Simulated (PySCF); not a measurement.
## Electron correlation in Zn (zinc, neutral)

[Ar] 3d10 4s2, closed-shell 1S. All numbers are calculated (PySCF 2.14, the spin-free X2C one-electron Hamiltonian (Gaussian nucleus), in aug-cc-pVTZ-DK (8s7p5d3f2g, 93 functions)). Frozen: [Ar]; 12 electrons correlated.

MP2 pair energies summed by pair of shells (mhartree):

| pair | energy | share (%) |
| --- | --- | --- |
| 3d-3d | -457.77 | 85.5 |
| 3d-4s | -54.27 | 10.1 |
| 4s-4s | -23.49 | 4.4 |

Total MP2 correlation energy: -535.53 mhartree.

Same-spin part -189.18 and opposite-spin part -346.35 mhartree; SCS-MP2 scales them by 1/3 and 6/5 to -478.68 mhartree.

MP2 falls well short for the outer s pair, which is nearly degenerate with np².
